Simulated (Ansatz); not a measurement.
Abridged output of a molecular run in Ansatz:

```
Functional definition: HF
1109 factors; integrals over basis functions are off by at most 1.1e-3 eV
mean field evaluation 1: about -31071.1527 eV, gradient 4.2e1 eV
mean field evaluation 2: about -31071.2845 eV, gradient 4.2e1 eV
mean field evaluation 4: about -31075.6412 eV, gradient 3.6e0 eV
mean field evaluation 8: about -31075.7005 eV, gradient 4.7e-1 eV
mean field -31075.70121254 eV, -1142.0109556942 hartree, gradient 1.1e-6 eV, S^2 0.000000; 0 other end points of the search recorded, 0 dependent functions left out
13 core orbitals not correlated: weight in the atoms' cores, before any rotation towards them, 1.000 or more for the frozen orbitals, at most 0.000 for the correlated occupied ones
reference -31075.70121254 eV, -1142.0109556942 hartree; 21, 21 occupied and 81, 81 virtual orbitals, 1109 factors
second order -24.80519316 eV of doubles, -0.00000000 eV of singles
cycle   1  -24.71066666 eV  change    9.5e-2 eV  update   1.5e-1
cycle   2  -25.35836525 eV  change   -6.5e-1 eV  update   5.6e-2
cycle   3  -25.54565040 eV  change   -1.9e-1 eV  update   2.8e-2
cycle   4  -25.55478607 eV  change   -9.1e-3 eV  update   7.9e-3
cycle   5  -25.55000767 eV  change    4.8e-3 eV  update   2.9e-3
cycle   6  -25.55153004 eV  change   -1.5e-3 eV  update   1.1e-3
cycle   7  -25.55209945 eV  change   -5.7e-4 eV  update   4.1e-4
cycle   8  -25.55215325 eV  change   -5.4e-5 eV  update   1.1e-4
cycle   9  -25.55223598 eV  change   -8.3e-5 eV  update   4.1e-5
cycle  10  -25.55224864 eV  change   -1.3e-5 eV  update   1.3e-5
perturbative correction -0.86726431 eV, -0.0318713754 hartree
Total energy: -31102.12072549 eV, -1142.9818548871 hartree
```

Its atoms:

```xyz
7

C     1.222    1.581    1.021
C     0.556    0.740    0.452
Hf   -0.628   -0.745   -0.570
F    -1.259    0.024   -2.169
Cl   -2.422   -1.338    0.792
Cl    0.723   -2.581   -1.047
H     1.807    2.320    1.521
```

**Question.** Which basis set was used?
A. def2-TZVPP
B. cc-pV(Q+d)Z
C. def2-SVP
D. def2-SVPD

**Answer.** C. It gives 115 functions.

**Question.** Write the keys of the input that set method, charge and spin (a neutral closed shell needs none for the last two).

**Answer.** 
```yaml
correlation: {method: ccsd_t}
```
